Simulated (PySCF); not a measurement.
Compound: (OH)2Zr(OSiH2)2O (singlet state).
Bonds: Zr1–O2, Zr1–O3, Zr1–O4, Zr1–O8, O4–Si5, Si5–O6, O6–Si7, Si7–O8. Hydrogens: H9 on O2; H10 on O3; H11, H12 on Si5; H13, H14 on Si7.

Method: PBE0-D3(BJ)/def2-SVP geometry optimisation, gas phase, def2 core potentials past Kr in PySCF.

Q: List the bond lengths, angles and torsions at this level.

A: 
```tsv
bond	length (pm)
Zr1–O2, Zr1–O3	192.2
Zr1–O4, Zr1–O8	196.3
O2–H9, O3–H10	95.5
O4–Si5, Si7–O8	165.9
Si5–O6, O6–Si7	166.3
Si5–H11 and 3 like bonds	148.8
```

Bonds in one row agree within 1 pm and their mean is given. A selection of angles:
```tsv
angle	degrees
O2–Zr1–O3	113.6
O2–Zr1–O4	111.3
O4–Zr1–O8	96.1
Zr1–O4–Si5	135.0
O4–Si5–O6	108.2
Si5–O6–Si7	137.5
H9–O2–Zr1	177.0
H10–O3–Zr1	179.8
```

Dihedral angles: O2–Zr1–O4–Si5 115° (anticlinal); O2–Zr1–O8–Si7 -115° (anticlinal); Zr1–O4–Si5–O6 1° (synperiplanar); O4–Si5–O6–Si7 1° (synperiplanar); Si5–O6–Si7–O8 -2° (synperiplanar); O6–Si7–O8–Zr1 0° (synperiplanar).

Si5 (silicon bonded to 2 O and 2 H) is tetrahedral (angles from 108.2° to 111.1°). O6 (oxygen bonded to 2 Si) is bent (angle 137.5°). The 4 O–Zr bonds span 1.922 Å (Zr1–O3) to 1.964 Å (Zr1–O8), a spread of 0.042 Å. Zr1 (zirconium bonded to 4 O) has angles from 96.1° to 113.6°.

Point group: C2v (every atom within 0.08 Å of its image). PBE0-D3(BJ)/def2-SVP frequencies: not computed here.
